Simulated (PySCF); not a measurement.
Species: C5H8N4.
Cartesian coordinates in Å at the GFN2-xTB level; atoms count from 1:
```
atom  x, y, z in Å
C1    -1.4107    1.3288    0.1930
N2    -0.7604    0.0726   -0.0970
C3    -1.5407   -1.0512   -0.5587
C4     0.5731   -0.0528    0.0695
C5     1.4135    0.9887    0.5207
N6     2.7095    0.8259    0.6665
N7     3.2810   -0.3050    0.4009
N8     2.5932   -1.3198   -0.0152
C9     1.2925   -1.2407   -0.1869
H10   -2.4768    1.2377    0.0031
H11   -1.2702    1.6099    1.2406
H12   -1.0156    2.1292   -0.4392
H13   -1.2050   -1.3821   -1.5457
H14   -2.5855   -0.7617   -0.6322
H15   -1.4644   -1.8927    0.1359
H16    1.0415    1.9717    0.7708
H17    0.8180   -2.1464   -0.5358
```

Computed with TDDFT CAM-B3LYP/def2-SVPD, vertical, gas phase, core orbitals frozen in the response (PySCF 2.14.0, density-fitted response routines).

Transition dipole moments from the ground state, in atomic units and in the frame of the coordinates above (overall signs are arbitrary), for the states with f of 0.002 or more among the lowest 7:

```tsv
state	E (eV)	μx	μy	μz
S2	4.232	0.032	0.076	-0.245
S3	4.497	-0.025	-0.048	0.151
S4	4.801	0.033	0.616	0.196
S6	5.512	-1.583	0.147	-0.193
S7	5.965	-0.065	-0.141	0.456
```

Question: Work out the oscillator strengths.

Answer: f = (2/3) ΔE |μ|² with ΔE in hartree (27.2114 eV).

```json
{"state": "S2", "|μ|² (au)": "0.067", "|μ| (D)": "0.66", "f": "0.007"}
{"state": "S3", "|μ|² (au)": "0.026", "|μ| (D)": "0.41", "f": "0.003"}
{"state": "S4", "|μ|² (au)": "0.419", "|μ| (D)": "1.65", "f": "0.049"}
{"state": "S6", "|μ|² (au)": "2.566", "|μ| (D)": "4.07", "f": "0.347"}
{"state": "S7", "|μ|² (au)": "0.232", "|μ| (D)": "1.22", "f": "0.034"}
```

Question: Label these states by symmetry in C2v.

Answer: The ground state is totally symmetric, so the direction of μ fixes the label. Polarised along the twofold axis, so A1: S6. Polarised across the twofold axis, so B1 or B2: S2, S3, S4 and S7. Which of B1 and B2 hangs on the choice of axes; S2, S3 and S7 take one label and S4 the other.

Question: What angle do the transition dipoles of S4 and S6 make?

Answer: |cos θ| = |μa·μb| / (|μa| |μb|) = 0.00, so θ ≈ 90° (taken between 0 and 90°, since the signs are arbitrary).

Question: How is the summed strength of these states shared among x, y and z?

Answer: (2/3) Σ ΔE μα² gives 0.339 for x, 0.051 for y and 0.049 for z, 0.439 in all.

Question: What peak molar absorption coefficient would the strongest computed level give as a lone Gaussian band 0.3 eV wide at half height?

Answer: ε(max) = 2.175×10⁸ f / FWHM, with the width in cm⁻¹. S6: 2.175×10⁸ × 0.3465 / 2420 ≈ 31000 L mol⁻¹ cm⁻¹.
